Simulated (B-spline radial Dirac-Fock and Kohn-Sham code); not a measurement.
**Levels of muonic ¹⁶³Dy**

Nucleus: ¹⁶³Dy, Fermi distribution (skin thickness 2.3 fm), rms radius 5.2099 fm (measured, Angeli and Marinova 2013).

Level of theory: the Dirac equation of a negative muon with reduced mass in the field of a spherical finite nucleus, with the Uehling potential to all orders; nuclear polarisation, deformation, hyperfine structure, self-energy, higher-order vacuum polarisation, relativistic recoil and electron screening are left out; a radial finite-basis atomic code. For strongly deformed nuclei the low levels mix with nuclear rotations, which this model lacks.

| level | binding (keV) | point nucleus, no QED (keV) | vacuum polarisation (keV) | ⟨r⟩ (fm) |
| --- | --- | --- | --- | --- |
| 1s1/2 | 7808 | 13050 | 51.124 | 9.0 |
| 2s1/2 | 2483 | 3315 | 12.967 | 28.5 |
| 2p1/2 | 3158 | 3315 | 20.211 | 18.7 |
| 2p3/2 | 3053 | 3107 | 18.643 | 19.5 |
| 3s1/2 | 1190 | 1450 | 4.765 | 59.7 |
| 3p1/2 | 1396 | 1450 | 6.520 | 47.1 |
| 3p3/2 | 1368 | 1388 | 6.172 | 48.2 |
| 3d3/2 | 1393 | 1388 | 5.803 | 39.4 |
| 3d5/2 | 1375 | 1370 | 5.544 | 40.2 |
| 4d3/2 | 781.7 | 779.7 | 2.463 | 79.3 |
| 4d5/2 | 774.1 | 771.9 | 2.363 | 80.3 |
| 4f5/2 | 774.0 | 771.9 | 2.022 | 68.7 |
| 4f7/2 | 770.1 | 768.2 | 1.983 | 69.2 |

Q: By how much does the finite nuclear size lower the 1s binding energy?

A: By 5295 keV, 40.57 % of the point-nucleus value (point value plus vacuum polarisation less the binding energy). The 1s orbit has ⟨r⟩ = 9.0 fm.

Values without a named source are computed, but for edge energies of neutral atoms, which are taken from tables.
